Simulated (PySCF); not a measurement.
Work out the structure from these simulated measurements.

Formula: C4H3N3.

* Dipole: 4.79 D [PBE0/def2-SVPD]
* 13C NMR: chemical shifts (computed TMS as zero) by class: 148.0 (1 C), 138.6 (1 C), 117.9 (1 C), 99.5 (1 C) ppm [GIAO PBE0/pcSseg-1]
* Triplet: lowest triplet excitation (Tamm–Dancoff): 4.43 eV [TDA PBE0/def2-SVPD]
* Rotational structure: rotational constants A, B, C: 9.628, 1.976, 1.639 GHz [GFN2-xTB]
* Polarisability: 61.9 au [PBE0/def2-SVPD]
* NMR, other nuclei: isotropic shieldings of nuclei other than C and H, by class: -77 (1 N), -55 (1 N), 44 (1 N) ppm [GIAO PBE0/pcSseg-1]
* 1H NMR: chemical shifts (computed TMS as zero) by class: 9.67 (1 H), 7.97 (1 H), 7.80 (1 H) ppm [GIAO PBE0/pcSseg-1]
* UV, first state: lowest singlet excitation: 6.34 eV (196 nm, f = 0.156) [TDDFT PBE0/def2-SVPD]

The electronic properties come from PySCF, for the isolated species, density fitting. Levels stand in brackets. NMR shifts are as computed; neighbouring signals can stand in another order in a measured spectrum. Geometry: GFN2-xTB; no solvent, vibrations or thermal averaging. NMR values are class means; diastereotopic atoms form classes of their own.

Question: Give a SMILES that accounts for the data.

Answer: Numbering: `[N:1]#[C:2][c:3]1[cH:4][n:5][nH:6][cH:7]1`. Its formula, C4H3N3, gives 5 degrees of unsaturation: 1 ring and 4 π bonds in the structure found (Kekulé form). 4 carbons fall into 4 classes; from least to most shielded: aromatic CH next to a ring nitrogen [C4] (148.0 ppm), aromatic CH next to a ring nitrogen [C7] (138.6 ppm), nitrile carbon [C2] (117.9 ppm), substituted aromatic carbon [C3] (99.5 ppm). Hydrogen classes from least to most shielded: 1 H on a pyrrole-type nitrogen, N6 (9.67 ppm), 1 H on an aromatic CH next to a ring nitrogen, C4 (7.97 ppm), 1 H on an aromatic CH next to a ring nitrogen, C7 (7.80 ppm). The other shieldings belong to: -77 ppm, pyridine-type nitrogen [N5]; -55 ppm, nitrile nitrogen [N1]; 44 ppm, pyrrole-type nitrogen [N6]. S1 is mainly HOMO→LUMO (weight 0.71); the largest Löwdin shares of the orbital it empties are 0.24 on the substituted aromatic carbon, 0.19 on the nitrile nitrogen, 0.17 on an aromatic CH next to a ring nitrogen and 0.12 on the pyridine-type nitrogen, of the orbital it fills 0.29 on an aromatic CH next to a ring nitrogen, 0.17 on the pyrrole-type nitrogen, 0.15 on the substituted aromatic carbon and 0.13 on the nitrile nitrogen. The optimised geometry has point group Cs and is an asymmetric top. Structure: `C(c1c[nH]nc1)#N`. Computed isomers that give other values at the same levels: `C#Cc1cnn[nH]1` (13C chemical shifts (computed TMS as zero) by class: 142.4 (1 C), 125.1 (1 C), 100.0 (1 C), 74.5 (1 C) ppm); `N#Cc1ccn[nH]1` (13C chemical shifts (computed TMS as zero) by class: 143.8 (1 C), 121.9 (1 C), 118.5 (1 C), 116.1 (1 C) ppm). The assignments are read from this structure; whether some other isomer fits the data as well wasn't checked.
